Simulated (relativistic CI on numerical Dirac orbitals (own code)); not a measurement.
## Au²⁴⁺: sensitivity of the levels to the model

Base calculation: Dirac-Coulomb-Breit CI, orbitals from a KLI potential per configuration, model QED (radiative potential, 1s self-energy scaled to tabulated hydrogen-like ionisation energies), unscaled Slater integrals.

Configuration list (outside the closed core [Ar] 3d10): 4s2 4p6 4d10 4f9, 4s2 4p6 4d10 4f8 5s, 4s2 4p6 4d10 4f7 5s2, 4s2 4p6 4d10 4f8 5p, 4s2 4p6 4d9 4f10, 4s2 4p6 4d8 4f11, 4s2 4p6 4d10 4f8 5d, 4s2 4p5 4d10 4f10, 4s2 4p6 4d10 4f8 6s, 4p6 4d10 4f11. Levels of other configurations are missing.

Variants: (1) only the first configuration. Shifts of the energy above 4s2 4p6 4d10 4f9 6H°_15/2, in cm⁻¹, for the lowest level and the first level of each name with at least 55 % of one term (blank where a level changes its place among those of its configuration and J or its character, or is not in the variant):

```json
{"Level": "4s2 4p6 4d10 4f9 6H°_15/2", "Base": "0.0", "Δ(1)": "0.0"}
{"Level": "4s2 4p6 4d10 4f9 6H°_13/2", "Base": "22956.2", "Δ(1)": "-225.5"}
{"Level": "4s2 4p6 4d10 4f9 6F°_1/2", "Base": "53245.9", "Δ(1)": "+2125.3"}
{"Level": "4s2 4p6 4d10 4f9 4M°_21/2", "Base": "66691.7", "Δ(1)": "-3210.1"}
{"Level": "4s2 4p6 4d10 4f9 4M°_17/2", "Base": "93889.7", "Δ(1)": "-1971.7"}
{"Level": "4s2 4p6 4d10 4f9 4P°_1/2", "Base": "96519.0", "Δ(1)": "+3620.4"}
{"Level": "4s2 4p6 4d10 4f9 4M°_19/2", "Base": "97006.8", "Δ(1)": "-2758.7"}
{"Level": "4s2 4p6 4d10 4f9 4K°_11/2", "Base": "115234.1", "Δ(1)": "+787.8"}
```

At this charge energies of transitions that change n are usually good to better than 1 %, and those within a shell (Δn = 0) to a few per cent. Terms inside the open d or f shell come out 10 to 20 % too wide with unscaled integrals.

Ionisation energy from the two ground configurations alone: base 753.358 eV. The NIST ASD value (theoretical) is 760 eV.

LS names give the leading component of a level, which can be under half, so a name can repeat, a term be missing and a line seem to break the LS rules.
